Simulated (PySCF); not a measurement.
`C=C(C[SiH3])[SiH2]OC(C)=S`: 4 charge schemes on one density

Species: C₅H₁₂OSSi₂.
Geometry (GFN2-xTB, Å), atoms numbered from 1 in this order:
```
atom  x, y, z in Å
C1    -0.8863    1.2769   -0.2874
C2    -0.9521   -0.0201   -0.0194
C3    -2.2346   -0.7955    0.0190
Si4   -3.8713    0.1713   -0.0830
Si5    0.5558   -1.0858    0.3309
O6     1.8041    0.0028    0.2022
C7     3.0729   -0.2839    0.3590
C8     4.0061    0.8698    0.1982
S9     3.5825   -1.7883    0.7085
H10    0.0587    1.7934   -0.3209
H11   -1.7634    1.8745   -0.4839
H12   -2.2005   -1.5242   -0.7958
H13   -2.2377   -1.3959    0.9325
H14   -3.9427    1.1615    0.9930
H15   -4.0073    0.8301   -1.3841
H16   -4.9652   -0.7907    0.0708
H17    0.5505   -1.6311    1.6877
H18    0.7418   -2.1396   -0.6649
H19    5.0355    0.5364    0.2846
H20    3.8471    1.3398   -0.7723
H21    3.7971    1.6154    0.9659
```

Density: PBE0/pcSseg-1 (PySCF); schemes: Mulliken, IAO, Hirshfeld and ESP-fitted. Isolated species at its GFN2-xTB geometry (one conformer only).

Question: For which atoms does the sign change between the 4 schemes (beyond +0.03 e in one, beyond −0.03 e in another)?

Answer: C2. Atomic charges aren't observables, and each scheme defines them in its own way.

Question: Which atoms carry the lowest charge in the Mulliken, IAO, Hirshfeld and ESP-fitted schemes?

Answer: The schemes don't all agree: Mulliken O6 (-0.534); IAO C3 (-0.541); Hirshfeld C3 (-0.157); ESP-fitted C8 (-0.517).

Question: What partial charge does each atom carry?

Answer: In e:

```csv
atom,environment,Mulliken,IAO,Hirshfeld,ESP-fitted
C1,terminal =CH2 carbon,-0.099,-0.299,-0.096,-0.433
C2,fully substituted alkene carbon,-0.531,-0.258,-0.088,+0.075
C3,sp3 carbon bound to silicon,-0.471,-0.541,-0.157,-0.372
Si4,SiH3 silicon,+0.464,+0.590,+0.316,+0.364
Si5,oxygen-bound silicon,+0.867,+0.962,+0.375,+0.344
O6,silyl ether oxygen,-0.534,-0.532,-0.154,-0.219
C7,thiocarbonyl carbon,+0.011,+0.166,+0.125,+0.348
C8,methyl carbon,-0.196,-0.443,-0.121,-0.517
S9,thiocarbonyl sulfur,-0.147,-0.167,-0.155,-0.282
H10,vinylic hydrogen,+0.118,+0.154,+0.039,+0.147
H11,vinylic hydrogen,+0.131,+0.141,+0.043,+0.191
H12,methylene hydrogen,+0.165,+0.158,+0.046,+0.138
H13,methylene hydrogen,+0.154,+0.151,+0.043,+0.137
H14,Si–H hydrogen,-0.065,-0.115,-0.075,-0.088
H15,Si–H hydrogen,-0.069,-0.117,-0.076,-0.090
H16,Si–H hydrogen,-0.077,-0.112,-0.077,-0.098
H17,Si–H hydrogen,-0.076,-0.126,-0.077,-0.072
H18,Si–H hydrogen,-0.076,-0.126,-0.077,-0.072
H19,methyl hydrogen,+0.143,+0.173,+0.051,+0.143
H20,methyl hydrogen,+0.142,+0.169,+0.057,+0.178
H21,methyl hydrogen,+0.145,+0.171,+0.059,+0.179
```

Mean size of the charges over all atoms: IAO 0.270 e, Mulliken 0.223 e, ESP-fitted 0.214 e, Hirshfeld 0.110 e. Each set sums to the total charge, 0, to within 0.001 e. The Mulliken scheme gives each basis function's population to the atom it is centred on and halves the overlap population of two atoms between them.

Question: How closely do the schemes follow one another over all atoms?

Answer: Correlation coefficient and root-mean-square difference: IAO with Hirshfeld 0.96, 0.216 e; Mulliken with IAO 0.95, 0.108 e; Mulliken with Hirshfeld 0.90, 0.193 e; IAO with ESP-fitted 0.85, 0.189 e; Hirshfeld with ESP-fitted 0.83, 0.155 e; Mulliken with ESP-fitted 0.68, 0.231 e.

Question: How many electrons does the Hirshfeld scheme count on C2?

Answer: Z − q = 6 − (-0.088) = 6.088.

These values come from a run that also computed NMR shieldings. On Arm Neoverse N1, one thread, no GPU, on a shared host, this took 97 s wall and 1.1 GiB of memory at its peak.
